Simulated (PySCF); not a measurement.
# Ar⁺: ionisation energy

Ar⁺ [Ne] 3s2 3p5 (2P) → Ar²⁺ [Ne] 3s2 3p4 (3P), as a difference of total energies. Calculation: PySCF 2.14, in 6-31G* (4s3p1d, 18 functions); the non-relativistic Hamiltonian (point nucleus). Correlated levels: valence: [Ne] frozen. The calculations carry no spin-orbit coupling.

```
           method  ionisation energy (eV)
              UHF                  26.385
             TPSS                  27.613
           r2SCAN                  27.682
    MP2 (valence)                  26.948
SCS-MP2 (valence)                  26.921
   CCSD (valence)                  26.883
CCSD(T) (valence)                  26.889
```

Task: How much does correlation contribute at CCSD(T) (valence)?

Result: 26.889 − (26.385) = 0.504 eV, measured against UHF.

The reference lies between the lowest fine-structure levels, while these numbers refer to the centres of the terms.

Errors of the correlated levels include the incompleteness of this basis and the frozen core.

For comparison: 27.630 eV (measured; NIST Atomic Spectra Database, ionization energies).
